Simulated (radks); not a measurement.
Values are calculated unless marked as measured or tabulated.
Q: Successive ionisation energies (eV) of one element, from differences of total energies of ions in their ground configurations, starting at charge 0: 3.837, 23.751, 34.134, 45.147, 56.705, 68.733, 81.147, 108.57, 122.41, 212.43, 239.06, 266.46, 294.60, 323.47, 353.03, 383.28, 414.19, 445.74, 477.93, 597.00, 630.85, 665.08. Code: a radial shooting solver on a logarithmic mesh with Libxc functionals. Model: non-relativistic Kohn-Sham, LDA (Slater exchange, Perdew-Wang correlation), spin-unpolarised, spherical densities, point nucleus; relativity is left out, which matters for an element this heavy. Which element is it?

A: Caesium (Z = 55). The first species listed is Cs in [Xe] 6s1, the last Cs21+ in [Ar] 3d10 4s2 4p4.
